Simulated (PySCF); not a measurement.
**Excitation energy of Cu²⁺ by level of theory**

Cu²⁺ [Ar] 3d9 (2D) → Cu²⁺ [Ar] 3d8 4s1, s spin flipped, as a difference of total energies. All numbers are calculated (PySCF 2.14, the spin-free X2C one-electron Hamiltonian (Gaussian nucleus), in aug-cc-pVDZ-DK (7s6p4d2f, 59 functions)). Correlated levels: valence: [Ar] frozen. The calculations carry no spin-orbit coupling.

```csv
method,excitation energy (eV)
UHF,6.448
LDA,8.232
PBE,7.885
PBE0,7.751
r2SCAN,7.416
BP86,7.909
wB97X,8.077
BHandHLYP,7.286
TPSSh,7.794
MP2 (valence),8.253
SCS-MP2 (valence),8.058
```

**Question.** How much does correlation contribute at MP2 (valence)?

**Answer.** 8.253 − (6.448) = 1.805 eV, measured against UHF.

The upper determinant mixes two multiplicities, so it lies between the two terms.
